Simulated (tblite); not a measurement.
Compound: C₃H₇SeSi₂ (doublet state).
Numbering: `[CH2:1][C:2]#[C:3][SiH2:4][Se:5][SiH3:6]` (hydrogens: H7, H8 on C1; H9, H10 on Si4; H11, H12, H13 on Si6)
Bond orders are those of one Lewis drawing.

Computed with GFN2-xTB (tblite), gas phase: L-BFGS steps from a force-field or distance-geometry start until the largest atomic force falls under 0.01 eV/Å.

The end geometry, which sets the zero of energy:
```
atom  x, y, z in Å
C1     -2.3508   -1.4827   -1.6122
C2     -1.7348   -1.0278   -0.5116
C3     -1.2011   -0.5991    0.5171
Si4    -0.1765   -0.0652    1.9311
Se5     2.0569   -0.4181    1.3617
Si6     2.2828    0.9231   -0.4554
H7     -2.7098   -2.4955   -1.6616
H8     -2.4891   -0.8503   -2.4715
H9     -0.3239    1.3707    2.1657
H10    -0.3613   -0.9067    3.1060
H11     1.3331    0.4848   -1.4720
H12     2.0028    2.2993   -0.0554
H13     3.6672    0.7391   -0.8596
```

**Question.** These geometries come from the run, each turned onto the end geometry. Order them by energy, lowest first.
A.
```
atom  x, y, z in Å
C1     -2.3480   -1.4720   -1.6027
C2     -1.8101   -0.9848   -0.4796
C3     -1.1245   -0.5941    0.4763
Si4    -0.0938   -0.0620    1.8509
Se5     2.1420   -0.5778    1.3544
Si6     2.2121    0.8797   -0.3830
H7     -2.6581   -2.5003   -1.6550
H8     -2.4013   -0.8692   -2.4930
H9     -0.1386    1.3962    1.9873
H10    -0.4384   -0.7577    3.0779
H11     1.2160    0.4681   -1.3595
H12     1.8870    2.2001    0.1384
H13     3.5512    0.8454   -0.9300
```
B.
```
atom  x, y, z in Å
C1     -2.3230   -1.4862   -1.6222
C2     -1.7058   -1.0263   -0.5238
C3     -1.1724   -0.6023    0.5075
Si4    -0.1478   -0.0477    1.9150
Se5     2.0541   -0.5391    1.3210
Si6     2.2291    0.9037   -0.4289
H7     -2.7128   -2.4879   -1.6646
H8     -2.4499   -0.8657   -2.4913
H9     -0.2244    1.4021    2.0827
H10    -0.3526   -0.8064    3.1398
H11     1.2575    0.5081   -1.4464
H12     1.9335    2.2509    0.0607
H13     3.6098    0.7683   -0.8672
```
C.
```
atom  x, y, z in Å
C1     -2.3273   -1.4848   -1.6147
C2     -1.7255   -1.0333   -0.5059
C3     -1.2115   -0.6057    0.5332
Si4    -0.1714   -0.0632    1.9308
Se5     2.0382   -0.4871    1.3181
Si6     2.2591    0.9132   -0.4548
H7     -2.7069   -2.4892   -1.6584
H8     -2.4371   -0.8518   -2.4765
H9     -0.2857    1.3814    2.1182
H10    -0.3568   -0.8504    3.1415
H11     1.3055    0.5286   -1.4924
H12     1.9700    2.2689    0.0099
H13     3.6449    0.7449   -0.8668
```
D.
```
atom  x, y, z in Å
C1     -2.3260   -1.4855   -1.6217
C2     -1.7089   -1.0198   -0.5248
C3     -1.1790   -0.5750    0.5018
Si4    -0.1058   -0.0502    1.8857
Se5     2.0996   -0.5608    1.3487
Si6     2.2206    0.8918   -0.4018
H7     -2.7000   -2.4937   -1.6592
H8     -2.4421   -0.8660   -2.4938
H9     -0.1357    1.4139    1.9947
H10    -0.4089   -0.7881    3.1073
H11     1.2135    0.4662   -1.3694
H12     1.8900    2.2111    0.1354
H13     3.5783    0.8277   -0.9205
```
E.
```
atom  x, y, z in Å
C1     -2.3145   -1.4892   -1.6266
C2     -1.7656   -1.0022   -0.5028
C3     -1.1600   -0.5829    0.4866
Si4    -0.0867   -0.0487    1.8814
Se5     2.1192   -0.5653    1.3488
Si6     2.2176    0.8847   -0.3915
H7     -2.6894   -2.4988   -1.6524
H8     -2.4307   -0.8606   -2.4936
H9     -0.1355    1.4036    1.9872
H10    -0.4259   -0.7764    3.0950
H11     1.2119    0.4651   -1.3634
H12     1.8865    2.2059    0.1403
H13     3.5685    0.8364   -0.9268
```

**Answer.** C (0.003 eV), B (0.009 eV), D (0.027 eV), E (0.049 eV), A (0.098 eV).

In the order of the answer:

```json
{"step": "34", "E above end (eV)": "0.003", "largest force (eV/Å)": "0.05", "rms force component (eV/Å)": "0.019", "rms distance from end (Å)": "0.048", "rms bond change (Å)": "0.001", "bond most changed (Å)": "Si6–H11 +0.002"}
{"step": "24", "E above end (eV)": "0.009", "largest force (eV/Å)": "0.10", "rms force component (eV/Å)": "0.031", "rms distance from end (Å)": "0.082", "rms bond change (Å)": "0.002", "bond most changed (Å)": "Se5–Si6 +0.005"}
{"step": "11", "E above end (eV)": "0.027", "largest force (eV/Å)": "0.20", "rms force component (eV/Å)": "0.056", "rms distance from end (Å)": "0.132", "rms bond change (Å)": "0.004", "bond most changed (Å)": "Se5–Si6 +0.008"}
{"step": "8", "E above end (eV)": "0.049", "largest force (eV/Å)": "0.41", "rms force component (eV/Å)": "0.120", "rms distance from end (Å)": "0.141", "rms bond change (Å)": "0.005", "bond most changed (Å)": "C3–Si4 +0.013"}
{"step": "5", "E above end (eV)": "0.098", "largest force (eV/Å)": "1.08", "rms force component (eV/Å)": "0.251", "rms distance from end (Å)": "0.152", "rms bond change (Å)": "0.010", "bond most changed (Å)": "C3–Si4 -0.027"}
```

What follows is the cost of the whole relaxation. Time: 0.52 s of wall time. Hardware: one thread, AMD EPYC 7B13 (x86_64), shared host with 96 logical CPUs at a one-minute load of 19.
